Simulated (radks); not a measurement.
Task: I V, configuration [Kr] 4d8 5s2 5p1 6p2 (not the ground configuration). Method: scalar-relativistic Kohn-Sham, TASK exchange with Perdew-Wang LDA correlation, spin-polarised, spherical densities, finite nucleus; open shells are filled with parallel spins first (spin-orbit coupling, left out, can overturn this in heavy ions); meta-GGA in the generalised Kohn-Sham scheme; Fermi nuclear charge, rms radius 4.75 fm; computed with a radial shooting solver on a logarithmic mesh with Libxc functionals. Some entries of the table are withheld. Estimate them.

orbital  occ.  eigenvalue (eV)  <r> (bohr)
1s up       1        -33125.04     0.02725
1s down     1        -33124.87     0.02725
2s up       1        -5210.066      0.1173
2s down     1        -5208.886      0.1173
2p up       3        -4683.369      0.1026
2p down     3        -4682.376      0.1026
3s up       1        -1122.600      0.3140
3s down     1        -1121.991      0.3140
3p up       3        -951.1873      0.3119
3p down     3        -950.4655      0.3118
3d up       5        -694.1078      0.2883
3d down     5        -693.0004      0.2882
4s up       1        -262.4657      0.7341
4s down     1        -259.2946      0.7344
4p up       3        -207.2931         (1)
4p down     3        -204.0269         (2)
4d up       5        -125.3377      0.8764
4d down     3        -121.7831      0.8754
5s up       1         -74.1390       1.627
5s down     1         -70.9576       1.656
5p up       1         -57.5485       1.808
6p up       2         -26.3838       3.727

Result: 
(1) 4p up <r> (bohr): 0.7799
(2) 4p down <r> (bohr): 0.7800
